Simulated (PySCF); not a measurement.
## Correlation energy of Yb²⁺ (ytterbium, charge +2)

[Xe] 4f13 6s1, high-spin 3F determinant (an excited configuration). Calculation: PySCF 2.14, in cc-pVDZ-X2C (8s7p5d3f1g, 84 functions); the spin-free X2C one-electron Hamiltonian (Gaussian nucleus). Frozen: [Kr] 4d10; 22 electrons correlated.

```tsv
level	correlation energy (mhartree)
CCSD	-776.43
(T)	-21.01
CCSD(T)	-797.44
```

Diagnostics: T1 = 0.0098, D1 = 0.0388, largest double amplitude 0.022.

Spin-orbit coupling, absent here, splits the open shell strongly.

Cost of the coupled-cluster step: of the order of 30 core-seconds, for 22 correlated electrons.

Iterations:

```
CC2 = 0
CCSD nocc = (np.int64(12), np.int64(10)), nmo = (61, 61)
frozen orbitals [[0, 1, 2, 3, 4, 5, 6, 7, 8, 9, 10, 11, 12, 13, 14, 15, 16, 17, 18, 19, 20, 21, 22], [0, 1, 2, 3, 4, 5, 6, 7, 8, 9, 10, 11, 12, 13, 14, 15, 16, 17, 18, 19, 20, 21, 22]]
max_cycle = 100
direct = 0
conv_tol = 1e-08
conv_tol_normt = 1e-06
diis_space = 8
diis_start_cycle = 0
Init t2, MP2 energy = -0.903416015886462
Init E_corr(UCCSD) = -0.903416015886709
cycle = 1  E_corr(UCCSD) = -0.727214014611487  dE = 0.176202001  norm(t1,t2) = 0.11322
cycle = 2  E_corr(UCCSD) = -0.791294142100195  dE = -0.0640801275  norm(t1,t2) = 0.0505688
cycle = 3  E_corr(UCCSD) = -0.777403668820292  dE = 0.0138904733  norm(t1,t2) = 0.0303144
cycle = 4  E_corr(UCCSD) = -0.775752891433276  dE = 0.00165077739  norm(t1,t2) = 0.00354345
cycle = 5  E_corr(UCCSD) = -0.776398338381936  dE = -0.000645446949  norm(t1,t2) = 0.00231305
cycle = 6  E_corr(UCCSD) = -0.776566100694622  dE = -0.000167762313  norm(t1,t2) = 0.0017289
cycle = 7  E_corr(UCCSD) = -0.776360131201804  dE = 0.000205969493  norm(t1,t2) = 0.00136974
cycle = 8  E_corr(UCCSD) = -0.776418383303894  dE = -5.82521021e-05  norm(t1,t2) = 0.000692011
cycle = 9  E_corr(UCCSD) = -0.776443759915851  dE = -2.5376612e-05  norm(t1,t2) = 0.000272588
cycle = 10  E_corr(UCCSD) = -0.7764291576752  dE = 1.46022407e-05  norm(t1,t2) = 0.000163052
cycle = 11  E_corr(UCCSD) = -0.776429247570525  dE = -8.98953244e-08  norm(t1,t2) = 0.000115507
cycle = 12  E_corr(UCCSD) = -0.776433916498977  dE = -4.66892845e-06  norm(t1,t2) = 7.66866e-05
cycle = 13  E_corr(UCCSD) = -0.776426627198011  dE = 7.28930097e-06  norm(t1,t2) = 5.68251e-05
cycle = 14  E_corr(UCCSD) = -0.776435661300765  dE = -9.03410275e-06  norm(t1,t2) = 3.74144e-05
cycle = 15  E_corr(UCCSD) = -0.776430283623793  dE = 5.37767697e-06  norm(t1,t2) = 2.25428e-05
cycle = 16  E_corr(UCCSD) = -0.776431278438768  dE = -9.94814975e-07  norm(t1,t2) = 8.07506e-06
cycle = 17  E_corr(UCCSD) = -0.776431661557747  dE = -3.8311898e-07  norm(t1,t2) = 3.52962e-06
cycle = 18  E_corr(UCCSD) = -0.776431266270554  dE = 3.95287194e-07  norm(t1,t2) = 2.56654e-06
cycle = 19  E_corr(UCCSD) = -0.776431401695268  dE = -1.35424714e-07  norm(t1,t2) = 2.16636e-06
cycle = 20  E_corr(UCCSD) = -0.776431396763128  dE = 4.93213992e-09  norm(t1,t2) = 1.78579e-06
cycle = 21  E_corr(UCCSD) = -0.776431341489351  dE = 5.52737772e-08  norm(t1,t2) = 1.22509e-06
cycle = 22  E_corr(UCCSD) = -0.7764314764992  dE = -1.35009849e-07  norm(t1,t2) = 6.56375e-07
cycle = 23  E_corr(UCCSD) = -0.776431405815785  dE = 7.06834143e-08  norm(t1,t2) = 3.3039e-07
cycle = 24  E_corr(UCCSD) = -0.776431411139083  dE = -5.32329736e-09  norm(t1,t2) = 2.21172e-07
UCCSD converged
E(UCCSD) = -14054.57478390503  E_corr = -0.7764314111390828
UCCSD(T) correction = -0.0210062419548493
```
